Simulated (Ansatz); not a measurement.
Reaction (ligand exchange at the Al–N bond): `F[SiH2][NH][AlH2]` + `NC[SiH2]N` → `NC[SiH2][NH][AlH2]` + `N[SiH2]F`

Program: Ansatz. Geometries: PBE0-D4/def2-TZVP. ΔE: electronic, gas phase. CCSD(T)/CBS adds triple-zeta CCSD(T) − MP2 to the extrapolated MP2 energy (def2 sets, frozen cores). One conformer a species, not always the lowest.

```tsv
level	ΔE (kJ/mol)
HF/def2-TZVPP	0.2
MP2/def2-QZVPP	0.0
```

**Question.** What does CCSD(T)/CBS give? (Estimate.)

**Answer.** Ansatz gave: -0.1 kJ/mol. The listed levels differ from it by 0.3, 0.1 kJ/mol.

Largest T1 diagnostic among the species: 0.012.
